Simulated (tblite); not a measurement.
Species: C5H10O2Si.
Numbering: `[CH3:1][CH2:2][C:3]#[C:4][Si@H:5]([OH:6])[O:7][CH3:8]` (hydrogens: H9, H10, H11 on C1; H12, H13 on C2; H14 on Si5; H15 on O6; H16, H17, H18 on C8)

Computed geometry: GFN2-xTB, gas phase.

Q: What internal coordinates does the optimisation give?

A: 
| bond | length (Å) |
| --- | --- |
| C1–C2 | 1.530 |
| C2–C3 | 1.450 |
| C3≡C4 | 1.205 |
| C4–Si5 | 1.855 |
| Si5–O6 | 1.620 |
| Si5–O7 | 1.633 |
| O7–C8 | 1.392 |
| C1–H9, C1–H10, C1–H11 | 1.088 |
| C2–H12 | 1.094 |
| C2–H13 | 1.094 |
| Si5–H14 | 1.458 |
| O6–H15 | 0.954 |
| C8–H16, C8–H17, C8–H18 | 1.092 |

Bonds in one row agree within 0.01 Å and their mean is given. A selection of angles:
| angle | degrees |
| --- | --- |
| C2–C1–H9 | 110.5 |
| H9–C1–H10 | 108.4 |
| H9–C1–H11 | 108.7 |
| C1–C2–C3 | 111.4 |
| C1–C2–H12 | 109.8 |
| C1–C2–H13 | 109.9 |
| C3–C2–H12 | 108.8 |
| C3–C2–H13 | 108.8 |
| H12–C2–H13 | 108.0 |
| C2–C3–C4 | 179.3 |
| C3–C4–Si5 | 177.6 |
| C4–Si5–O6 | 113.4 |
| C4–Si5–O7 | 109.3 |
| C4–Si5–H14 | 110.6 |
| O6–Si5–O7 | 104.7 |
| O6–Si5–H14 | 105.5 |
| O7–Si5–H14 | 113.3 |
| Si5–O6–H15 | 120.0 |
| Si5–O7–C8 | 126.9 |
| O7–C8–H16 | 108.1 |
| O7–C8–H17 | 110.7 |
| H16–C8–H17 | 109.4 |

Dihedral angles: C4–Si5–O7–C8 -54° (synclinal); H15–O6–Si5–C4 -91° (anticlinal).

Of the pairs four or more bonds apart, C4···H17 is among the closest relative to their van der Waals radii: 3.01 Å, 104 % of the sum of Bondi's values. Si5 (oxygen-bound silicon) is distorted tetrahedral (angles from 104.7° to 113.4°). The C–C distances run from 1.205 Å (C3≡C4, drawn triple) to 1.530 Å (C1–C2, drawn single), a spread of 0.325 Å.

Point group: C1 (no symmetry element, even within 0.4 Å). Its lowest GFN2-xTB frequency is 9i cm⁻¹, too small to tell a flat minimum from a shallow saddle. One conformer, not necessarily the lowest (C4–Si5–O6–H -91°, C4–Si5–O7–C8 -54°). 3 starts were optimised and ended at 0.00, 0.01 and 2.37 kcal/mol (GFN2-xTB); the lowest of these is shown.
